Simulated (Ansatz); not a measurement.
Tuning the range parameter of LC-ωPBE so that −HOMO meets the ionisation energy; basis def2-TZVP, Ansatz. System: SbH2Me (CH5Sb). The state is a singlet with charge 0. Geometry: PBE0-D4/def2-TZVP. The ionised state is a doublet.

Geometry of the singlet:

```xyz
7

Sb   -0.2029    1.3798    0.0644
H     1.1937    1.4637   -0.9206
H    -1.1985    1.1314   -1.3049
C     0.0249   -0.7300    0.4780
H     0.8428   -0.8606    1.1863
H     0.2354   -1.2851   -0.4334
H    -0.8954   -1.0991    0.9303
```

In the def2 sets Sb takes a core potential; there is no spin–orbit coupling.

```json
{"ω (1/bohr)": "0.1", "HOMO (eV)": "-7.46", "LUMO (eV)": "0.41", "vertical IE (eV)": "9.20", "HOMO + IE (eV)": "1.74"}
{"ω (1/bohr)": "0.15", "HOMO (eV)": "-8.03", "LUMO (eV)": "0.89", "vertical IE (eV)": "9.20", "HOMO + IE (eV)": "1.18"}
{"ω (1/bohr)": "0.2", "HOMO (eV)": "-8.48", "LUMO (eV)": "1.22", "vertical IE (eV)": "9.21", "HOMO + IE (eV)": "0.74"}
```

Question: Estimate the row for 0.3 bohr⁻¹.

Answer: 
```csv
ω (1/bohr),HOMO (eV),LUMO (eV),vertical IE (eV),HOMO + IE (eV)
0.3,-9.13,1.60,9.25,0.12
```

Question: Where does the tuning condition hold?

Answer: Not within the range that was run.
